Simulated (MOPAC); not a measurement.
A run for MOPAC: PM3 on BrGeH3 (SMILES [GeH3][Br]), a point of a bond scan (R = 1.226 Å).

```
PM3 1SCF PRECISE CHARGE=0 THREADS=1
BrGeH3

Ge    -1.14560058 1     0.04679150 1     0.00463248 1
Br     1.18424243 1    -0.04836981 1    -0.00478874 1
H     -1.46107011 1     1.19641569 1    -0.28235053 1
H     -1.60695799 1    -0.33231658 1     1.41625220 1
H     -1.64237120 1    -0.95588990 1    -1.04278950 1
```

Program output:

```
*******************************************************************************
 **                                                                           **
 **                              MOPAC v23.2.5                                **
 **                                                                           **
 *******************************************************************************
 ** MOPAC's Digital Object Identifier: https://doi.org/10.5281/zenodo.6511958 **
 **                                                                           **
 ** Please cite the open-source release paper for use of this MOPAC version:  **
 ** J. E. Moussa and J. J. P. Stewart (2026)                                  **
 ** MOPAC: An open-source semiempirical molecular orbital program             **
 ** J. Open Source Softw., 11(119), 8025, https://doi.org/10.21105/joss.08025 **
 *******************************************************************************

                              PM3 CALCULATION RESULTS

 *******************************************************************************
 *  PM3        - The PM3 Hamiltonian to be used
 *
 *
 *
 *                 CHARGE ON SYSTEM = 0
 *
 *
 *
 *  PRECISE    - TIGHTER CRITERIA TO BE USED
 *  1SCF       - DO 1 SCF AND THEN STOP
 *  THREADS=1  - MULTI-THREADING NOT USED
 *  T=         - A TIME OF 172800.0 SECONDS REQUESTED
 *  DUMP=N     - RESTART FILE WRITTEN EVERY 7200.0 SECONDS REQUESTED
 *******************************************************************************
PM3 1SCF PRECISE CHARGE=0 THREADS=1
 BrGeH3

   ATOM   CHEMICAL          X               Y               Z
  NUMBER   SYMBOL      (ANGSTROMS)     (ANGSTROMS)     (ANGSTROMS)

     1      Ge         -1.14560058  *   0.04679150  *   0.00463248  *
     2      Br          1.18424243  *  -0.04836981  *  -0.00478874  *
     3       H         -1.46107011  *   1.19641569  *  -0.28235053  *
     4       H         -1.60695799  *  -0.33231658  *   1.41625220  *
     5       H         -1.64237120  *  -0.95588990  *  -1.04278950  *



          CARTESIAN COORDINATES

    NO.       ATOM           X           Y           Z

     1        Ge         -1.1456      0.0468      0.0046
     2        Br          1.1842     -0.0484     -0.0048
     3         H         -1.4611      1.1964     -0.2824
     4         H         -1.6070     -0.3323      1.4163
     5         H         -1.6424     -0.9559     -1.0428

  H: (PM3): J. J. P. STEWART, J. COMP. CHEM. 10, 209 (1989).
 Ge: (PM3): J. J. P. STEWART, J. COMP. CHEM. 12, 320-341 (1991).
 Br: (PM3): J. J. P. STEWART, J. COMP. CHEM. 10, 209 (1989).

           Empirical Formula: H3 Ge Br  =     5 atoms



      MOLECULAR POINT GROUP   :   Cs


      RHF CALCULATION, NO. OF DOUBLY OCCUPIED LEVELS = 7


 -------------------------------------------------------------------------------
 PM3 1SCF PRECISE CHARGE=0 THREADS=1
 BrGeH3



     1SCF WAS SPECIFIED, SO BFGS WAS NOT USED
     SCF FIELD WAS ACHIEVED


                              PM3 CALCULATION
                                                       MOPAC v23.2.5 Linux




          FINAL HEAT OF FORMATION =         16.50146 KCAL/MOL =      69.04211 KJ/MOL


          COSMO AREA              =        103.55 SQUARE ANGSTROMS
          COSMO VOLUME            =         91.67 CUBIC ANGSTROMS

          IONIZATION POTENTIAL    =         11.429624 EV
          HOMO LUMO ENERGIES (EV) =        -11.430 -2.075
          NO. OF FILLED LEVELS    =          7
          MOLECULAR WEIGHT        =        155.5177         POINT GROUP:  Cs

          MOLECULAR DIMENSIONS (Angstroms)

            Atom       Atom       Distance
            H     4   Br     2     3.14496
            H     5   Br     2     2.32157
            H     3    H     4     1.81858


          SCF CALCULATIONS        =          1





   ATOM   CHEMICAL          X               Y               Z
  NUMBER   SYMBOL      (ANGSTROMS)     (ANGSTROMS)     (ANGSTROMS)

     1      Ge         -1.14560058  *   0.04679150  *   0.00463248  *
     2      Br          1.18424243  *  -0.04836981  *  -0.00478874  *
     3       H         -1.46107011  *   1.19641569  *  -0.28235053  *
     4       H         -1.60695799  *  -0.33231658  *   1.41625220  *
     5       H         -1.64237120  *  -0.95588990  *  -1.04278950  *

                             CARTESIAN COORDINATES

   1   Ge       -1.145600580     0.046791500     0.004632480
   2   Br        1.184242430    -0.048369810    -0.004788740
   3    H       -1.461070110     1.196415690    -0.282350530
   4    H       -1.606957990    -0.332316580     1.416252200
   5    H       -1.642371200    -0.955889900    -1.042789500


           Empirical Formula: H3 Ge Br  =     5 atoms



      MOLECULAR POINT GROUP   :   Cs


                  EIGENVALUES
 -19.35249 -17.24001 -13.49528 -13.36418 -12.96738 -11.45147 -11.42962  -2.07498
  -0.09787   0.00207   2.57922


              NET ATOMIC CHARGES AND DIPOLE CONTRIBUTIONS

  ATOM NO.   TYPE          CHARGE      No. of ELECS.   s-Pop       p-Pop
    1         Ge           0.465474        3.5345     0.69008     2.84445
    2         Br          -0.284430        7.2844     1.88781     5.39662
    3          H          -0.133132        1.1331     1.13313
    4          H          -0.023956        1.0240     1.02396
    5          H          -0.023956        1.0240     1.02396
 DIPOLE           X         Y         Z       TOTAL
 POINT-CHG.    -2.871    -0.446     0.154     2.910
 HYBRID         0.014     0.248    -0.063     0.256
 SUM           -2.857    -0.198     0.091     2.866


          ATOMIC ORBITAL ELECTRON POPULATIONS

     Atom    s        px        py        pz
    1 Ge   0.69008   0.75950   1.02813   1.05682
    2 Br   1.88781   1.40810   1.99408   1.99444
    3  H   1.13313
    4  H   1.02396
    5  H   1.02396

 **********************
 *                    *
 * JOB ENDED NORMALLY *
 *                    *
 **********************




 == MOPAC DONE ==
```

The run finished.

Cost: very roughly 0.03 core-seconds.
